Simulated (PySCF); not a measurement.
A calculated (UHF, PySCF 2.14, pcseg-2, no relativity, point nucleus) atom or ion has these occupied shells.

```tsv
shell	electrons	orbital energy (eV)	rms radius, mean of both spins (bohr)
1s α	1	-1611.3	0.140
1s β	1	-1611.0	0.140
2s α	1	-153.88	0.679
2s β	1	-153.13	0.679
2p α	3	-107.75	0.672
2p β	3	-107.48	0.672
3s α	1	-28.041	2.39
```

Task: Name the element and its charge.

Result: Al²⁺ (aluminium, charge +2), in [Ne] 3s1, 2S determinant.
